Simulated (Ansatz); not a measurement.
Cost against result

Saddle point of SiNH$_{6}$Br, singlet (SiNH₅ ([NH2][SiH3]) + HBr → SiNH₄Br ([NH2][SiH2][Br]) + H₂; bonds formed: Si1–Br7, H2–H6; bonds broken: Si1–H2, H6–Br7), PBE0-D4/def2-TZVP structure:

Si1  (-0.333, -0.211, 0.200)
H2  (1.376, 0.208, 0.165)
H3  (-0.491, -1.601, -0.239)
H4  (-0.998, 0.592, 1.231)
N5  (-0.591, 0.686, -1.227)
H6  (1.371, -0.273, 0.880)
Br7  (0.761, -1.409, 2.366)
H8  (-0.706, 1.687, -1.231)
H9  (-0.390, 0.322, -2.145)
(Å)

Barriers are electronic and count from the start structure reached by relaxing down the imaginary mode.

Computed with Ansatz 0.2.0 (basis: as named in each row); correlated methods freeze the cores. Filled d shells of the heavier atoms are correlated. The def2 sets are not built for correlating such inner shells, so the correlated values are less sure here. B3LYP uses VWN-RPA correlation. Extrapolation: Hartree–Fock as exp(−7.88 √X), correlation as X^−2.97.

Times are rough, for one single point on 4 threads of a shared host (Intel Xeon).

The estimate by CCSD(T) at an estimated basis limit (MP2 extrapolated from triple and quadruple zeta, plus CCSD(T) − MP2 in triple zeta) is 1.226 eV.

```csv
method,basis,time (s),barrier (eV),method less estimate
HF,STO-3G,under 1,3.763,2.537
PBE-D4,STO-3G,under 1,2.395,1.169
SPW92,def2-SVP,under 1,0.811,-0.415
PBE-D4,def2-SVP,1,1.034,-0.192
B3LYP-D4,6-31G,2,1.473,0.248
PBE0-D4,def2-SVP,2,1.161,-0.065
SPW92,def2-TZVPP,2,0.715,-0.511
BLYP-D4,def2-TZVPP,2,1.106,-0.120
PBE-D4,def2-TZVPP,3,0.929,-0.297
BHLYP-D4,def2-TZVPP,4,1.316,0.090
r2SCAN-D4,def2-TZVPP,5,1.013,-0.213
PBE0-D4,def2-TZVPP,5,1.049,-0.177
B3LYP-D4,def2-TZVPP,6,1.188,-0.038
CAM-B3LYP-D4,def2-TZVPP,6,1.278,0.052
wB97M-V,def2-SVP,6,1.288,0.062
RPA on PBE,def2-TZVPP,6,1.404,0.178
CCSD(T),def2-SVP,7,1.622,0.397
r2SCAN0-D4,def2-TZVPP,8,1.090,-0.136
B2PLYP,def2-TZVPP,8,1.266,0.040
PBE-QIDH,def2-TZVPP,8,1.171,-0.055
wB97X-V,def2-TZVPP,10,1.256,0.030
wB97M-V,def2-TZVPP,10,1.180,-0.045
B97M-V,def2-TZVPP,11,1.250,0.024
MP2,def2-QZVPP,35,1.177,-0.049
CCSD(T),def2-TZVPP,97,1.339,0.113
```

All methods are single points on the PBE0-D4 structures.

The T1 diagnostic stays at or below 0.010.

Labels in which every atom is bracketed show which atoms are joined, not bond orders.
